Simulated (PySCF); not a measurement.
**(Cl2B-mu-PH2)2**

Geometry:
```csv
atom,x (Å),y (Å),z (Å)
B1,-0.163,0.547,-1.294
Cl2,-1.705,1.345,-1.806
Cl3,1.171,0.476,-2.517
P4,-0.499,-1.249,-0.465
B5,0.176,-0.550,1.290
Cl6,1.730,-1.342,1.771
Cl7,-1.138,-0.496,2.535
P8,0.491,1.250,0.467
H9,0.163,-2.329,-1.010
H10,-1.801,-1.700,-0.484
H11,1.781,1.737,0.504
H12,-0.206,2.311,1.009
```

Method: GIAO KT3/def2-SVP magnetisability, rotational g tensor and spin-rotation constants, non-relativistic, gas phase in PySCF. Geometry: GFN2-xTB.

Question: Give the nuclear spin-rotation constants along the inertial axes (H = +C I·J) beside the isotropic shieldings.

Answer: Rotational constants 1.0436, 0.5211, 0.4353 GHz.
| atom | isotope | Caa (kHz) | Cbb (kHz) | Ccc (kHz) | mean (kHz) | σ (ppm) |
| --- | --- | --- | --- | --- | --- | --- |
| B1 | 11B | 0.189 | 0.082 | 0.084 | 0.118 | 111.1 |
| Cl2 | 35Cl | 0.157 | 0.090 | 0.077 | 0.108 | 864.3 |
| Cl3 | 35Cl | 0.156 | 0.089 | 0.076 | 0.107 | 867.7 |
| P4 | 31P | 1.073 | 0.609 | 0.573 | 0.752 | 486.2 |
| B5 | 11B | 0.189 | 0.081 | 0.084 | 0.118 | 111.2 |
| Cl6 | 35Cl | 0.155 | 0.089 | 0.076 | 0.107 | 868.2 |
| Cl7 | 35Cl | 0.157 | 0.090 | 0.077 | 0.108 | 864.1 |
| P8 | 31P | 1.072 | 0.609 | 0.573 | 0.751 | 486.2 |
| H9 | 1H | -0.123 | -0.010 | -0.015 | -0.049 | 27.6 |
| H10 | 1H | -0.123 | -0.006 | -0.019 | -0.049 | 27.7 |
| H11 | 1H | -0.123 | -0.008 | -0.016 | -0.049 | 27.6 |
| H12 | 1H | -0.123 | -0.007 | -0.018 | -0.049 | 27.6 |

For the geometry as given, no vibrational averaging.
